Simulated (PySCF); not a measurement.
A run for PySCF: R-HF/3-21G on iodoethane (SMILES CCI), a point of a torsion scan.

```python
from pyscf import gto, scf, dft, mp
from pyscf.data.elements import chemcore

mol = gto.M(
    atom='''
    C    -0.78651270    0.23652300    0.02484355
    C     0.56655337   -0.43987869   -0.03681693
    I     0.65161474   -2.22800133    1.18341985
    H    -1.19206971    0.22652919    1.03393045
    H    -1.50172788   -0.27925656   -0.61464954
    H    -0.69946311    1.26616923   -0.31644062
    H     0.82548829   -0.74405969   -1.04688532
    H     1.34888311    0.20444466    0.35748492
    ''',
    basis='3-21g',
    charge=0, spin=0, verbose=3, max_memory=1800)
mf = scf.RHF(mol)
mf.conv_tol = 1e-8
mf.max_cycle = 100
mf.kernel()
if not mf.converged:
    mf = mf.newton().run(mf.mo_coeff, mf.mo_occ)
```

What total energy does the run end on?

-6965.5195 hartree.
